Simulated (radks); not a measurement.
Values are calculated unless marked as measured or tabulated.
Spherical jellium clusters: N electrons in a uniform positive sphere of charge N and radius rs N^(1/3), rs = 3.93 bohr. Level of theory: non-relativistic Kohn-Sham, LDA (Slater exchange, Perdew-Wang correlation), spin-polarised, spherical densities (a radial shooting solver with Libxc functionals). Levels are named by radial order and angular momentum (1s, 1p, 1d, 2s, ...), and open shells are averaged over m.

N = 11, configuration 1s2 1p6 1d(up 3, down 0). This is the lowest configuration that the search found. Occupied and some empty levels:

level    occupation  eigenvalue (eV)  <r> (bohr)
1s up             1          -5.0248       5.682
1s down           1          -4.7594       5.502
1p up             3          -3.9333       6.795
1p down           3          -3.5964       6.756
1d up             3          -2.5859       7.749
1d down           0          -2.2359       7.826
2s up             0          -2.0309       7.206
2s down           0          -1.8527       7.374
1f up             0          -1.1076       8.865
1f down           0         -0.79300       9.140
2p up             0         -0.78081       10.09
2p down           0         -0.63144       10.55

Energy (eV): total -19.0832, kinetic 20.046, external -442.24, Hartree 216.96, exchange-correlation -39.881, background 226.03.

Electron density:

r (bohr)  n(r) (e/bohr^3)
0.646            0.002317
1.37             0.002603
2.09             0.003050
2.81             0.003587
3.52             0.004119
4.25             0.004532
4.96             0.004705
5.68             0.004546
6.40             0.004031
7.12             0.003234
7.84             0.002327
8.56             0.001500
9.28            0.0008802
10.0            0.0004849
10.7            0.0002540
11.4            0.0001287
12.2           0.00006367
12.9           0.00003098
13.6           0.00001490
14.3            7.104e-06
